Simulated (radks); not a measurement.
Q: Species: I II. Configuration: [Kr] 4d10 5s2 5p4. Method: Dirac Kohn-Sham, BLYP, spin-unpolarised, spherical densities, finite nucleus; open shells fill j = l - 1/2 first; Fermi nuclear charge, rms radius 4.75 fm; computed with a radial shooting solver on a logarithmic mesh with Libxc functionals.

Spin-orbit splittings of the eigenvalues, e(l+1/2) - e(l-1/2), with zeta = 2 splitting/(2l+1) and mean radii in bohr:

shell  occ.  splitting (eV)  zeta (eV)  <r> j=l-1/2  <r> j=l+1/2
2p        6           298.9      199.2      0.09845       0.1041
3p        6           56.23      37.48       0.3041       0.3156
3d       10           11.83      4.730       0.2865       0.2901
4p        6               ?          ?       0.7726       0.8010
4d       10           1.719     0.6874       0.9144       0.9259
5p        4           1.145     0.7630        2.268        2.368

Estimate the 4p splitting.

A: 10.98 eV (zeta = 7.320 eV).
